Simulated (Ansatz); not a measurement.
Two isomers of C2H5NSeSi: A = `C[SiH2][Se]C#N`, B = `C1=N[SiH2]C[Se]1`.

Gas-phase electronic energies from Ansatz, PBE0-D4/def2-TZVP geometries. CCSD(T)/CBS adds triple-zeta CCSD(T) − MP2 to the extrapolated MP2 energy (def2 sets, frozen cores). DFT in def2-TZVPP. B3LYP here is the variant with VWN-RPA as its local correlation; programs differ in this. For Se outer-core shells are correlated without core-valence functions, which leaves a few kJ/mol of doubt a bond. Scalar relativity is left out up to krypton. Each species was taken in one conformer, which may not be the lowest.

(1) Which isomer does CCSD(T)/CBS put lower? Give the gap. (Estimate.)

(2) Give E(B) − E(A) in kJ/mol with ωB97M-V, CCSD(T)/def2-TZVPP, B3LYP, B3LYP-D4, HF/def2-TZVPP, PBE0-D4, r2SCAN-D4. (Estimate.)

Largest T1 diagnostic: 0.014.

Answers

(1) Computed: A, by 2.7 kJ/mol.

(2) Computed: ωB97M-V 2.9, CCSD(T)/def2-TZVPP 6.6, B3LYP 5.4, B3LYP-D4 -0.7, HF/def2-TZVPP 28.4, PBE0-D4 -14.6, r2SCAN-D4 -11.4. The order is the other way round with B3LYP-D4, PBE0-D4, r2SCAN-D4.

The D4 term adds −6.2 kJ/mol with B3LYP and −2.6 kJ/mol with PBE0; it sums over pairs of atoms, weighted by their polarisabilities, and B3LYP, whose exchange is more repulsive, gets the larger term. In def2-TZVPP, CCSD(T) changes the Hartree–Fock value by −21.8 kJ/mol (the triples alone add −4.7 kJ/mol) and MP2 by −19.4 kJ/mol.
